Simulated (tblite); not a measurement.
Record of a relaxation.

Species: C₂H₉Ge₂NS.
SMILES with atom numbers: `[CH3:1][C:2](=[S:3])[GeH2:4][NH:5][GeH3:6]` (hydrogens: H7, H8, H9 on C1; H10, H11 on Ge4; H12 on N5; H13, H14, H15 on Ge6)

Computed with GFN2-xTB (tblite), gas phase: L-BFGS steps from a force-field or distance-geometry start until the largest atomic force falls under 0.01 eV/Å. 12 of its 185 geometries are shown.

Step 0: E = -511.4706 eV, largest atomic force 14.727 eV/Å
```
atom  x, y, z in Å  |  force x, y, z in eV/Å
C1      1.943    0.969    0.534   -0.256   0.501   1.014
C2      1.368    0.008   -0.471   -2.276  -0.030  13.073
S3      1.715    0.117   -1.850    3.441   0.974 -14.286
Ge4     0.181   -1.391    0.099   -0.640  -1.484   1.094
N5     -1.491   -1.183   -0.686    0.467   0.672  -0.766
Ge6    -2.209    0.417   -0.052   -0.342   0.296   0.257
H7      1.621    2.010    0.277    0.424  -0.750   0.172
H8      1.572    0.742    1.559    0.245   0.163  -0.523
H9      3.049    0.912    0.542   -0.599   0.142  -0.101
H10     0.018   -1.364    1.654   -0.073  -0.092  -0.506
H11     0.772   -2.771   -0.307   -0.326   0.443  -0.002
H12    -1.327   -1.052   -1.714   -0.344  -0.374   1.004
H13    -3.607    0.648   -0.669    0.558  -0.147   0.139
H14    -1.268    1.596   -0.433   -0.408  -0.292   0.171
H15    -2.343    0.350    1.495    0.128  -0.021  -0.739
```

Step 17: E = -512.9874 eV, largest atomic force 0.096 eV/Å
```
atom  x, y, z in Å  |  force x, y, z in eV/Å
C1      1.968    0.996    0.568   -0.023  -0.037   0.018
C2      1.468    0.000   -0.414    0.034   0.013  -0.078
S3      1.776    0.139   -2.005    0.030  -0.038   0.073
Ge4     0.214   -1.450    0.129    0.068  -0.016   0.018
N5     -1.403   -1.050   -0.608    0.047  -0.041   0.042
Ge6    -2.209    0.488   -0.061   -0.015  -0.037  -0.021
H7      1.667    2.006    0.280    0.020  -0.059   0.006
H8      1.583    0.767    1.562    0.022   0.053   0.044
H9      3.060    0.984    0.593   -0.055  -0.014  -0.012
H10    -0.023   -1.441    1.624    0.076  -0.017  -0.056
H11     0.621   -2.800   -0.404   -0.014   0.078  -0.007
H12    -1.448   -1.247   -1.599   -0.076   0.041   0.000
H13    -3.535    0.550   -0.734   -0.089   0.004  -0.037
H14    -1.418    1.730   -0.370   -0.001   0.024  -0.006
H15    -2.325    0.337    1.418   -0.023   0.044   0.016
```

Step 33: E = -513.0169 eV, largest atomic force 0.113 eV/Å
```
atom  x, y, z in Å  |  force x, y, z in eV/Å
C1      1.988    0.988    0.582    0.006   0.004  -0.002
C2      1.522   -0.015   -0.413    0.095   0.060  -0.013
S3      1.971    0.070   -1.974   -0.014  -0.019   0.046
Ge4     0.244   -1.447    0.095    0.020   0.075  -0.049
N5     -1.416   -1.014   -0.523   -0.033  -0.035   0.003
Ge6    -2.291    0.516   -0.055    0.028  -0.039  -0.011
H7      1.697    1.996    0.275   -0.022  -0.047   0.001
H8      1.578    0.778    1.572    0.008   0.006  -0.047
H9      3.079    0.983    0.633   -0.044  -0.027   0.007
H10     0.152   -1.524    1.597   -0.035  -0.016   0.033
H11     0.612   -2.750   -0.555   -0.022   0.010  -0.009
H12    -1.563   -1.283   -1.486    0.015   0.009   0.020
H13    -3.600    0.491   -0.777    0.014  -0.005   0.034
H14    -1.528    1.762   -0.421   -0.015   0.004   0.010
H15    -2.450    0.457    1.430   -0.003   0.021  -0.023
```

Step 50: E = -513.0209 eV, largest atomic force 0.052 eV/Å
```
atom  x, y, z in Å  |  force x, y, z in eV/Å
C1      1.991    0.992    0.583    0.008  -0.011  -0.020
C2      1.557   -0.020   -0.413   -0.021   0.020  -0.021
S3      2.048    0.035   -1.961    0.000  -0.016   0.050
Ge4     0.249   -1.434    0.080   -0.002   0.023   0.003
N5     -1.423   -1.014   -0.514    0.007   0.012   0.026
Ge6    -2.301    0.512   -0.047    0.016  -0.002   0.014
H7      1.697    1.993    0.260   -0.021  -0.028   0.019
H8      1.562    0.783    1.565    0.008   0.025  -0.038
H9      3.080    0.996    0.656   -0.003  -0.008   0.019
H10     0.137   -1.537    1.583    0.015  -0.007  -0.007
H11     0.594   -2.728   -0.599    0.011  -0.017   0.005
H12    -1.577   -1.283   -1.475   -0.004  -0.001  -0.037
H13    -3.622    0.462   -0.743   -0.009   0.009   0.012
H14    -1.557    1.761   -0.437   -0.009   0.016  -0.017
H15    -2.440    0.489    1.440    0.004  -0.016  -0.009
```

Step 67: E = -513.0285 eV, largest atomic force 0.039 eV/Å
```
atom  x, y, z in Å  |  force x, y, z in eV/Å
C1      1.962    1.007    0.578   -0.008   0.004   0.006
C2      1.626   -0.065   -0.395   -0.022   0.007   0.023
S3      2.347   -0.157   -1.846   -0.001  -0.004  -0.005
Ge4     0.234   -1.423    0.025   -0.006  -0.002   0.003
N5     -1.429   -0.969   -0.574    0.029   0.021   0.016
Ge6    -2.315    0.521   -0.016    0.022  -0.022   0.012
H7      1.654    1.979    0.189   -0.015  -0.018  -0.016
H8      1.466    0.838    1.535   -0.011  -0.016  -0.010
H9      3.041    1.054    0.731   -0.004   0.003  -0.006
H10     0.092   -1.559    1.523    0.006   0.005  -0.015
H11     0.576   -2.709   -0.668   -0.007  -0.012  -0.007
H12    -1.597   -1.212   -1.541    0.021   0.018   0.007
H13    -3.720    0.404   -0.510    0.000  -0.007  -0.006
H14    -1.701    1.797   -0.528    0.000   0.009   0.004
H15    -2.238    0.500    1.474   -0.004   0.016  -0.006
```

Step 84: E = -513.0338 eV, largest atomic force 0.025 eV/Å
```
atom  x, y, z in Å  |  force x, y, z in eV/Å
C1      1.901    1.003    0.558   -0.005   0.005  -0.002
C2      1.673   -0.126   -0.378    0.004   0.001  -0.014
S3      2.519   -0.286   -1.755    0.003  -0.003   0.016
Ge4     0.244   -1.450    0.003   -0.009   0.005  -0.005
N5     -1.385   -0.904   -0.607    0.002   0.011   0.000
Ge6    -2.293    0.543    0.017    0.006  -0.008   0.008
H7      1.553    1.934    0.107   -0.015   0.001  -0.011
H8      1.361    0.845    1.494    0.014   0.003   0.005
H9      2.966    1.127    0.761   -0.004   0.004   0.000
H10     0.077   -1.589    1.496   -0.001  -0.021  -0.011
H11     0.539   -2.737   -0.712   -0.001   0.002   0.006
H12    -1.533   -1.082   -1.591    0.008  -0.013   0.005
H13    -3.726    0.335   -0.353   -0.009   0.019  -0.013
H14    -1.803    1.846   -0.557    0.007  -0.006   0.001
H15    -2.097    0.549    1.495    0.000   0.000   0.015
```

Step 100: E = -513.0415 eV, largest atomic force 0.115 eV/Å
```
atom  x, y, z in Å  |  force x, y, z in eV/Å
C1      1.829    1.030    0.524   -0.001  -0.012  -0.068
C2      1.696   -0.175   -0.336    0.042   0.010  -0.050
S3      2.656   -0.401   -1.630   -0.048  -0.010   0.084
Ge4     0.254   -1.505   -0.009    0.002   0.094   0.028
N5     -1.363   -0.889   -0.590   -0.025   0.006  -0.025
Ge6    -2.247    0.568    0.052   -0.088   0.017  -0.038
H7      1.339    1.875    0.032   -0.027  -0.028   0.008
H8      1.351    0.882    1.494    0.015  -0.045  -0.008
H9      2.877    1.300    0.654   -0.028  -0.008   0.020
H10     0.079   -1.740    1.471    0.008   0.006  -0.002
H11     0.523   -2.756   -0.793    0.017   0.021   0.007
H12    -1.501   -1.031   -1.581   -0.027  -0.002   0.014
H13    -3.689    0.433   -0.349    0.114  -0.018   0.000
H14    -1.709    1.865   -0.496    0.013  -0.012   0.019
H15    -2.099    0.552    1.536    0.035  -0.018   0.012
```

Step 117: E = -513.0611 eV, largest atomic force 0.050 eV/Å
```
atom  x, y, z in Å  |  force x, y, z in eV/Å
C1      1.707    1.048    0.451    0.026   0.012   0.003
C2      1.734   -0.233   -0.296    0.021   0.004   0.015
S3      2.919   -0.590   -1.347   -0.019  -0.009   0.009
Ge4     0.250   -1.522   -0.052   -0.012   0.020  -0.009
N5     -1.351   -0.847   -0.612    0.008  -0.001  -0.016
Ge6    -2.168    0.610    0.105    0.009  -0.013  -0.038
H7      1.001    1.726   -0.039    0.022  -0.014   0.013
H8      1.344    0.886    1.469    0.014  -0.006  -0.001
H9      2.689    1.519    0.469   -0.041   0.028  -0.003
H10     0.050   -1.824    1.413    0.019   0.010  -0.024
H11     0.529   -2.740   -0.879   -0.021  -0.037   0.001
H12    -1.534   -0.981   -1.597    0.008   0.010   0.021
H13    -3.603    0.528   -0.304   -0.020   0.006   0.027
H14    -1.598    1.919   -0.384    0.006  -0.016   0.007
H15    -1.974    0.508    1.580   -0.019   0.006  -0.006
```

Step 134: E = -513.0636 eV, largest atomic force 0.028 eV/Å
```
atom  x, y, z in Å  |  force x, y, z in eV/Å
C1      1.702    1.047    0.445    0.008   0.027   0.001
C2      1.750   -0.238   -0.292   -0.001   0.008   0.008
S3      2.970   -0.613   -1.294    0.002  -0.011  -0.011
Ge4     0.252   -1.517   -0.069   -0.017   0.003  -0.011
N5     -1.350   -0.839   -0.621    0.000  -0.003  -0.021
Ge6    -2.170    0.611    0.105   -0.005  -0.003   0.013
H7      0.960    1.697   -0.028   -0.005  -0.014   0.013
H8      1.372    0.878    1.473    0.005  -0.003   0.001
H9      2.664    1.557    0.438    0.002  -0.003  -0.006
H10     0.063   -1.816    1.395   -0.003  -0.001   0.020
H11     0.504   -2.747   -0.886    0.011  -0.015  -0.011
H12    -1.539   -0.970   -1.605    0.011   0.003   0.013
H13    -3.613    0.534   -0.277   -0.006  -0.004  -0.006
H14    -1.599    1.918   -0.385   -0.003   0.010  -0.001
H15    -1.970    0.507    1.579    0.002   0.006  -0.003
```

Step 151: E = -513.0694 eV, largest atomic force 0.029 eV/Å
```
atom  x, y, z in Å  |  force x, y, z in eV/Å
C1      1.771    1.035    0.474    0.015   0.018   0.017
C2      1.751   -0.238   -0.284   -0.006  -0.002   0.005
S3      2.915   -0.634   -1.343    0.009   0.010  -0.010
Ge4     0.235   -1.493   -0.042    0.004   0.004   0.025
N5     -1.341   -0.811   -0.656   -0.011  -0.005   0.011
Ge6    -2.226    0.603    0.063    0.014   0.010   0.010
H7      0.888    1.628    0.214    0.008  -0.026   0.000
H8      1.707    0.825    1.545   -0.001  -0.009  -0.027
H9      2.670    1.613    0.265   -0.013   0.008   0.007
H10     0.003   -1.757    1.425   -0.004   0.007  -0.007
H11     0.505   -2.743   -0.824   -0.007  -0.006  -0.009
H12    -1.485   -0.927   -1.648    0.005  -0.007  -0.009
H13    -3.661    0.464   -0.333   -0.002   0.012  -0.004
H14    -1.700    1.933   -0.416   -0.008  -0.003  -0.013
H15    -2.036    0.510    1.540   -0.004  -0.010   0.002
```

Step 167: E = -513.0715 eV, largest atomic force 0.034 eV/Å
```
atom  x, y, z in Å  |  force x, y, z in eV/Å
C1      1.815    1.019    0.501   -0.004   0.004   0.023
C2      1.738   -0.227   -0.296   -0.007   0.006  -0.008
S3      2.806   -0.570   -1.468    0.012  -0.009  -0.011
Ge4     0.232   -1.483    0.001   -0.002   0.017   0.009
N5     -1.341   -0.824   -0.648    0.001   0.003  -0.007
Ge6    -2.248    0.600    0.027    0.011  -0.009  -0.013
H7      0.875    1.570    0.400   -0.001   0.002   0.016
H8      1.924    0.768    1.560   -0.010   0.000  -0.033
H9      2.645    1.650    0.188    0.002   0.005   0.011
H10    -0.013   -1.697    1.472    0.003   0.004   0.000
H11     0.505   -2.752   -0.749   -0.008  -0.016  -0.005
H12    -1.451   -0.942   -1.645   -0.003  -0.010   0.000
H13    -3.660    0.480   -0.448   -0.005  -0.005   0.000
H14    -1.691    1.927   -0.426    0.009  -0.007   0.014
H15    -2.139    0.489    1.510    0.004   0.016   0.004
```

Step 184: E = -513.0728 eV, largest atomic force 0.010 eV/Å
```
atom  x, y, z in Å  |  force x, y, z in eV/Å
C1      1.832    1.010    0.518    0.000  -0.001   0.003
C2      1.718   -0.204   -0.324   -0.003  -0.002  -0.002
S3      2.729   -0.505   -1.557   -0.001   0.002  -0.001
Ge4     0.232   -1.473    0.017    0.005   0.006   0.006
N5     -1.352   -0.850   -0.639    0.001   0.001   0.000
Ge6    -2.249    0.595    0.003    0.006   0.006   0.002
H7      0.884    1.556    0.498   -0.004   0.000   0.001
H8      2.005    0.713    1.555   -0.002  -0.001   0.007
H9      2.639    1.662    0.187    0.000   0.001  -0.003
H10     0.002   -1.639    1.498    0.000  -0.002  -0.001
H11     0.504   -2.765   -0.694    0.000  -0.003  -0.005
H12    -1.465   -0.995   -1.633   -0.002  -0.003  -0.002
H13    -3.643    0.507   -0.528   -0.001   0.000   0.001
H14    -1.640    1.911   -0.414   -0.001  -0.006  -0.005
H15    -2.199    0.484    1.490    0.002   0.002  -0.001
```

**Question.** Summarise the path.

**Answer.** The energy falls by 154.59 kJ/mol from step 0 to step 184; nine tenths of that is first reached at step 8. It falls at every step. The largest force goes from 14.727 to 0.010 eV/Å. Among the bonds C2=S3 changes most, from 1.426 to 1.622 Å; the atoms move by 0.541 Å rms after alignment.

**Question.** Follow the three bonds and two angles with the largest change from start to end.

**Answer.** 
```csv
step,E above end (kJ/mol),largest force (eV/Å),C2=S3 (Å),C2–Ge4 (Å),Ge6–H15 (Å),Ge4–N5–Ge6 (°),Ge6–N5–H12 (°)
0,154.59,14.727,1.426,1.921,1.554,107.4,106.6
8,14.27,0.323,1.634,1.968,1.481,113.9,111.8
16,8.44,0.123,1.625,1.996,1.491,117.1,115.8
24,7.00,0.146,1.627,1.983,1.492,118.6,114.3
32,5.51,0.125,1.626,1.986,1.494,123.6,113.5
40,5.15,0.019,1.625,1.986,1.493,123.5,113.0
48,5.06,0.035,1.624,1.989,1.493,123.6,113.1
56,4.77,0.052,1.623,1.988,1.493,123.2,113.2
64,4.38,0.051,1.624,1.988,1.491,122.8,114.0
72,4.16,0.057,1.624,1.987,1.490,123.7,114.6
80,3.84,0.055,1.623,1.984,1.493,124.9,114.2
88,3.70,0.029,1.623,1.986,1.492,125.2,113.3
96,3.43,0.080,1.624,1.984,1.494,125.2,113.6
104,2.50,0.079,1.623,1.986,1.492,124.5,113.8
112,1.57,0.094,1.626,1.980,1.493,124.9,113.9
120,1.03,0.037,1.623,1.983,1.490,124.5,113.9
128,0.93,0.021,1.623,1.983,1.491,124.8,114.2
136,0.86,0.034,1.623,1.982,1.491,124.8,113.9
144,0.61,0.096,1.622,1.987,1.496,124.8,114.6
152,0.31,0.025,1.622,1.983,1.492,125.5,114.2
160,0.24,0.020,1.622,1.984,1.491,125.5,113.8
168,0.10,0.047,1.622,1.984,1.491,125.4,114.0
176,0.03,0.024,1.623,1.985,1.491,125.1,114.0
184,0.00,0.010,1.622,1.984,1.492,124.9,113.9
```

What follows is the cost of the whole relaxation. The run took 1.5 s of wall time on one thread, Arm Neoverse V1 (aarch64) (shared host).
